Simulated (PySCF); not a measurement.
C4H6F2. Atoms are numbered in the order given.

```xyz
12

F     -1.6497     0.1554    -1.0318
C     -0.6770    -0.3448    -0.2213
C     -0.7689    -0.0573     1.2793
C      0.7689     0.0573     1.2793
C      0.6770     0.3448    -0.2213
F      1.6497    -0.1554    -1.0318
H     -0.5519    -1.4217    -0.4290
H     -1.2434    -0.8093     1.9231
H     -1.2510     0.9178     1.4442
H      1.2510    -0.9178     1.4442
H      1.2434     0.8093     1.9231
H      0.5519     1.4217    -0.4290
```
Charge 0, spin multiplicity 1.

The structure is a stationary point at PBE0-D3(BJ)/def2-SVP. The structure was generated by enumeration; whether it is a known compound was not checked.

Level of theory: B3LYP/pcSseg-1 (PySCF).

GIAO shieldings, no solvent; atoms listed in one row are averaged. δ = σ(ref) − σ: ¹⁹F against CFCl3 (σ = 161.7 ppm); ¹³C against TMS (σ = 181.3 ppm); ¹H against TMS (σ = 31.68 ppm), references at their B3LYP-D3(BJ)/def2-TZVP geometries, non-relativistic.

Computed chemical shifts:
```json
[
 {"nucleus": "¹⁹F", "atoms": "F1, F6", "count": "2", "δ (ppm)": "-195.3"},
 {"nucleus": "¹³C", "atoms": "C2, C5", "count": "2", "δ (ppm)": "95.2"},
 {"nucleus": "¹³C", "atoms": "C3, C4", "count": "2", "δ (ppm)": "22.7"},
 {"nucleus": "¹H", "atoms": "H7, H12", "count": "2", "δ (ppm)": "4.88"},
 {"nucleus": "¹H", "atoms": "H11, H8", "count": "2", "δ (ppm)": "2.27"},
 {"nucleus": "¹H", "atoms": "H10, H9", "count": "2", "δ (ppm)": "1.61"}
]
```
